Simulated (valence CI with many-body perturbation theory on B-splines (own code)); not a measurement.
**E1 transitions of Te XLVIII**

Method: relativistic CI+MBPT: three valence electrons over a frozen Dirac-Fock core [He], a basis of 11 s, 11 p, 9 d, 7 f, 5 g, 2 h, 1 i functions for each j, with the one-electron correlation potential Σ1 (screened to all orders), the two-electron term Σ2, the three-electron term Σ3, Breit, model QED; selected single and double excitations, second order for the rest (own B-spline code, finite nucleus).

The last digits are not significant, and no measured levels were compared; by estimate large intervals hold to a few tenths of a per cent, small ones and those within an open d or f shell to about a per cent.

Lines 1 to 50 of 276 in falling wavelength, among levels below 5573.9 eV, chosen from the strongest by gf and those to the six lowest levels. Wavelengths and rates use the calculated energies. Electric multipoles are in the length gauge, E1 and E2 with the static RPA response of the core. Weak lines are less certain than strong ones. Lines between different terms over intervals too small for the method are left out, as are lines whose strength nearly cancels. The highest levels of a list are the least certain.

Levels are named by their leading jj configuration (3d3/2^4 stands for four electrons in 3d with j = 3/2), which in mixed levels can hold well under half, so a name can repeat and another be missing. Letters in brackets count levels of one name in rising energy.

```csv
λ vac (Å),Upper,Lower,A (s⁻¹),log gf,Branch %
201.9,(2s 2p3/2 3d5/2) J=9/2,(2s 2p3/2 3p3/2) J=7/2,4.03e+09,-0.61,37.4
199.7,(2p1/2 2p3/2 3d5/2) J=9/2,(2p1/2 2p3/2 3p3/2) J=7/2,4.81e+09,-0.54,0.4
196.7,(2p1/2 2p3/2 3d5/2) J=7/2,(2p1/2 2p3/2 3p3/2) J=5/2 [a],4.45e+09,-0.69,0.0
195.9,(2s 2p1/2 3d5/2) J=7/2,(2s 2p1/2 3p3/2) J=5/2,4.52e+09,-0.68,0.0
191.8,(2p1/2^2 3d5/2) J=5/2,(2p1/2^2 3p3/2) J=3/2,5.28e+09,-0.76,0.0
186.8,(2s 2p1/2 3d5/2) J=5/2 [a],(2s 2p1/2 3p3/2) J=3/2 [a],4.50e+09,-0.85,0.0
183.7,(2p1/2 2p3/2 3d5/2) J=5/2 [b],(2p1/2 2p3/2 3p3/2) J=3/2 [b],3.70e+09,-0.95,0.0
177.2,(2p1/2 2p3/2 3d5/2) J=5/2 [a],(2p1/2 2p3/2 3p3/2) J=3/2 [a],4.05e+09,-0.94,0.0
175.1,(2s 2p1/2 3d5/2) J=5/2 [b],(2s 2p1/2 3p3/2) J=3/2 [b],5.37e+09,-0.83,0.0
172.1,(2s 2p3/2 3d5/2) J=7/2 [a],(2s 2p3/2 3p3/2) J=5/2 [a],4.78e+09,-0.77,0.0
117.7,(2p1/2 2p3/2 3d3/2) J=7/2,(2s 2p3/2 3d3/2) J=5/2 [b],6.94e+09,-0.94,0.6
115.1,(2s 2p1/2 2p3/2) J=3/2 [a],(2s^2 2p3/2) J=3/2,3.27e+08,-2.59,12.4
110.9,(2p1/2 2p3/2 3d3/2) J=5/2 [b],(2p1/2 2p3/2 3p1/2) J=3/2 [b],1.04e+10,-0.94,0.0
110.4,(2p1/2 2p3/2 3p3/2) J=7/2,(2s 2p3/2 3p3/2) J=5/2 [b],2.41e+10,-0.45,0.0
102.7,(2p1/2 2p3/2 3p3/2) J=5/2 [b],(2s 2p3/2 3p3/2) J=3/2 [b],1.49e+10,-0.85,0.0
102.5,(2s 2p1/2 3p3/2) J=5/2,(2s^2 3p3/2) J=3/2,1.77e+10,-0.78,0.3
101.7,(2s 2p3/2 3p3/2) J=3/2 [a],(2s 2p3/2 3s) J=3/2 [a],2.46e+10,-0.82,0.0
99.81,(2p1/2 2p3/2 3d3/2) J=5/2 [a],(2p1/2 2p3/2 3p1/2) J=3/2 [a],2.13e+10,-0.72,0.1
99.74,(2p1/2^2 3d3/2) J=3/2,(2p1/2^2 3p1/2) J=1/2,3.18e+10,-0.72,0.0
99.63,(2s 2p3/2 3d3/2) J=5/2 [a],(2s 2p3/2 3p1/2) J=3/2 [a],1.29e+10,-0.94,0.0
98.41,(2p1/2 2p3/2 3p3/2) J=3/2 [a],(2p1/2 2p3/2 3s) J=1/2,2.01e+10,-0.93,0.0
97.94,(2s 2p3/2 3d3/2) J=7/2,(2s 2p3/2 3p1/2) J=5/2,2.45e+10,-0.55,0.0
96.06,(2s 2p1/2 3d3/2) J=3/2 [a],(2s 2p1/2 3p1/2) J=1/2 [a],2.93e+10,-0.79,0.0
95.87,(2p1/2 2p3/2 3d3/2) J=7/2,(2p1/2 2p3/2 3p1/2) J=5/2,2.23e+10,-0.61,1.8
95.30,(2s 2p1/2 3p3/2) J=3/2 [b],(2s 2p1/2 3s) J=1/2 [b],2.65e+10,-0.84,0.0
94.81,(2s 2p1/2 3d3/2) J=5/2,(2s 2p1/2 3p1/2) J=3/2,2.19e+10,-0.75,0.0
94.68,(2p1/2 2p3/2 3p3/2) J=5/2 [a],(2p1/2 2p3/2 3s) J=3/2 [a],4.63e+10,-0.43,0.0
94.68,(2p1/2^2 3p3/2) J=3/2,(2p1/2^2 3s) J=1/2,5.50e+10,-0.53,0.1
94.39,(2s 2p3/2 3d3/2) J=5/2 [b],(2s 2p3/2 3p1/2) J=3/2 [b],3.64e+10,-0.54,0.0
93.12,(2s^2 3d3/2) J=3/2,(2s^2 3p1/2) J=1/2,3.45e+10,-0.75,0.0
92.47,(2p1/2 2p3/2 3p3/2) J=7/2,(2p1/2 2p3/2 3s) J=5/2,2.30e+10,-0.63,0.0
92.19,(2s 2p3/2 3p3/2) J=5/2 [a],(2s 2p3/2 3s) J=3/2 [a],2.14e+10,-0.79,0.0
91.45,(2s 2p3/2 3p3/2) J=7/2,(2s 2p3/2 3s) J=5/2,5.46e+10,-0.26,13.0
90.18,(2p1/2 2p3/2 3p3/2) J=3/2 [b],(2p1/2 2p3/2 3s) J=3/2 [b],3.15e+10,-0.81,0.0
89.70,(2s 2p1/2 2p3/2) J=5/2,(2s^2 2p3/2) J=3/2,3.73e+09,-1.57,100.0
89.27,(2s 2p3/2 3p3/2) J=5/2 [b],(2s 2p3/2 3s) J=3/2 [b],5.67e+10,-0.39,0.1
86.50,(2s 2p1/2 3p3/2) J=3/2 [a],(2s 2p1/2 3s) J=1/2 [a],5.99e+10,-0.57,0.1
84.93,(2p1/2 2p3/2 3p3/2) J=5/2 [b],(2p1/2 2p3/2 3s) J=3/2 [b],2.27e+10,-0.83,0.0
83.72,(2s^2 3p3/2) J=3/2,(2s^2 3s) J=1/2,6.74e+10,-0.55,0.5
83.58,(2s 2p3/2 3p3/2) J=3/2 [b],(2s 2p3/2 3s) J=3/2 [b],2.57e+10,-0.97,0.0
82.80,(2s 2p1/2 3p3/2) J=5/2,(2s 2p1/2 3s) J=3/2,4.63e+10,-0.54,0.7
81.73,(2s 2p3/2 3p3/2) J=5/2 [a],(2s 2p3/2 3s) J=5/2,2.76e+10,-0.78,0.0
81.71,(2s 2p3/2 3p3/2) J=1/2 [b],(2s 2p3/2 3s) J=1/2,6.07e+10,-0.92,1.6
81.67,(2s 2p3/2 3p3/2) J=3/2 [b],(2s 2p3/2 3s) J=1/2,4.77e+10,-0.72,0.1
81.62,(2p1/2 2p3/2 3p3/2) J=5/2 [b],(2p1/2 2p3/2 3s) J=5/2,3.90e+10,-0.63,0.0
81.18,(2s 2p1/2 3p3/2) J=3/2 [b],(2s 2p1/2 3s) J=3/2,3.76e+10,-0.83,0.0
80.39,(2s 2p1/2^2) J=1/2,(2s^2 2p1/2) J=1/2,8.24e+09,-1.80,100.0
77.60,(2p1/2 2p3/2 3p3/2) J=1/2 [b],(2p1/2 2p3/2 3s) J=3/2 [b],6.56e+10,-0.93,0.1
74.65,(2p1/2^2 2p3/2) J=3/2,(2s 2p1/2 2p3/2) J=3/2 [b],8.05e+09,-1.57,1.8
66.58,(2s 2p1/2 2p3/2) J=3/2 [b],(2s^2 2p3/2) J=3/2,5.04e+09,-1.87,1.0
```

Problem. How does gf follow from A for the line at 66.58 Å?

Solution. gf = 1.4992 × (2J+1)_upper × A / σ², with σ = 1501978 cm⁻¹ and 2J+1 = 4: gf = 0.0134.
